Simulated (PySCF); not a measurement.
Ionising LiSb

PBE0; PySCF, scalar-relativistic core potentials, basis sets Li aug-cc-pVDZ, Sb aug-cc-pVDZ-PP with ECP28. Neutral (UKS): triplet (π ↑↑), Re = 2.624 Å, ωe = 396 cm⁻¹, De = 1.52 eV, HOMO -4.68 eV, LUMO -2.08 eV.

LiSb⁺ (UKS): quartet (σ ↑, π ↑↑), Re = 2.950 Å, ωe = 220 cm⁻¹, De = 0.53 eV to Li⁺ + Sb. The energies at the minima are -247.74023 hartree for LiSb and -247.49918 for LiSb⁺.

Question: Work out the adiabatic ionisation energy, without and with harmonic zero-point energies (1 hartree = 27.2114 eV, 1 eV = 8065.5 cm⁻¹), and the change of the bond length.

Answer: At PBE0: 0.24105 hartree = 6.559 eV between the minima; the zero-point term (220.0 − 396.0)/2 cm⁻¹ = -0.011 eV makes it 6.548 eV. Re changes by +32.6 pm against the neutral. The electron leaves a σ orbital, and the ion is left as a loose complex of an ion and an atom.

Spin–orbit coupling is left out, which matters for elements this heavy, above all for dissociation energies. For an ion De counts to the pair picked by the measured ionisation energies or electron affinities, which need not be the lowest pair at this level. States were picked by a PBE0 search and need not be the measured ground states.
